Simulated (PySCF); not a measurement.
Ionisation energy of Ca⁺ by level of theory

Ca⁺ [Ar] 4s1 (2S) → Ca²⁺ [Ar] (1S), as a difference of total energies. All numbers are calculated (PySCF 2.14, no relativity, point nucleus, in def2-QZVPPD). Correlated levels: valence and next inner shell: [Ne] frozen. The calculations carry no spin-orbit coupling.

```json
{"method": "UHF", "ionisation energy (eV)": "11.314"}
{"method": "MP2 (valence and next inner shell)", "ionisation energy (eV)": "11.773"}
{"method": "SCS-MP2 (valence and next inner shell)", "ionisation energy (eV)": "11.686"}
{"method": "CCSD (valence and next inner shell)", "ionisation energy (eV)": "11.755"}
{"method": "CCSD(T) (valence and next inner shell)", "ionisation energy (eV)": "11.785"}
```

Question: How much does correlation contribute at CCSD(T) (valence and next inner shell)?

Answer: 11.785 − (11.314) = 0.471 eV, measured against UHF.

These non-relativistic numbers lack the scalar-relativistic shift.

Errors of the correlated levels include the incompleteness of this basis and the frozen core.

For comparison: 11.872 eV (measured; NIST Atomic Spectra Database, ionization energies).
